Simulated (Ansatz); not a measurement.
Coupled-cluster diagnostics for the cluster GeO₄ (the lowest singlet isomer of a short search), Ansatz.

Geometry of the singlet (r2SCAN-D4/def2-SVP):

```tsv
atom	x (Å)	y (Å)	z (Å)
Ge1	0.365	-0.553	0.266
O2	0.154	1.234	0.452
O3	-0.878	-0.137	-0.981
O4	-0.835	1.265	-0.609
O5	1.195	-1.810	0.871
```

Correlated methods freeze 13 core orbitals; core or outer-core shells of Ge are correlated, in sets that lack core-valence functions. The structure holds 2 bonds between oxygen atoms, so isomers without such links may lie far lower. In the quintet geometry the species has come apart into loosely held pieces. The structure comes from a short search, and lower isomers may exist.

Geometry of the charge 0 triplet (r2SCAN-D4/def2-SVP):

Cartesian coordinates in Å:
```
Ge 0.2705 1.0523 -0.3211
O 0.9012 -0.9088 -0.3045
O -1.2221 -0.3680 -0.3208
O -0.3530 -1.3942 -0.3157
O 0.4035 1.6186 1.2621
```

Geometry of the charge 0 quintet (r2SCAN-D4/def2-SVP):

```
atom   x (Å)   y (Å)   z (Å)
 Ge1  -0.121  -1.486  -0.013
  O2  -1.092   1.225   0.404
  O3   0.353  -0.821  -1.541
  O4  -0.283   2.058   0.095
  O5   1.144  -0.976   1.055
```

Q: Estimate the CCSD(T) correlation energy, the shares of MP2 and (T), T1 and the reference's ⟨S²⟩ for: charge 0, singlet, own geometry in def2-TZVPP; charge 0, triplet, own geometry in def2-TZVPP; charge 0, quintet, own geometry in def2-TZVPP; charge 1, doublet, vertical in def2-TZVPP; and the rough time on 4 threads of Arm Neoverse V1 on a shared host.

A: 
```
                          state       basis  correlation (eV)  MP2 share (%)  (T) share (%)     T1  ⟨S²⟩ (pure)  wall time                      remarks
charge 0, singlet, own geometry  def2-TZVPP           -33.637           97.0            4.8  0.022  0.00 (0.00)       60 s                     large T1
charge 0, triplet, own geometry  def2-TZVPP           -32.459           93.1            4.7  0.056  2.06 (2.00)    5.2 min                     large T1
charge 0, quintet, own geometry  def2-TZVPP           -30.135           92.9            4.1  0.044  6.07 (6.00)      5 min                            –
    charge 1, doublet, vertical  def2-TZVPP           -33.188           93.2            5.4  0.050  0.89 (0.75)    4.7 min  large T1, spin-contaminated
```
Customary marks for T1 are 0.02 (closed shells), 0.045 (open shells) and about 0.05 (3d metals). T1 exceeds 0.02 in 4 of 4 rows and 0.045 in 2; the higher it lies, the less the single-reference result can be trusted.
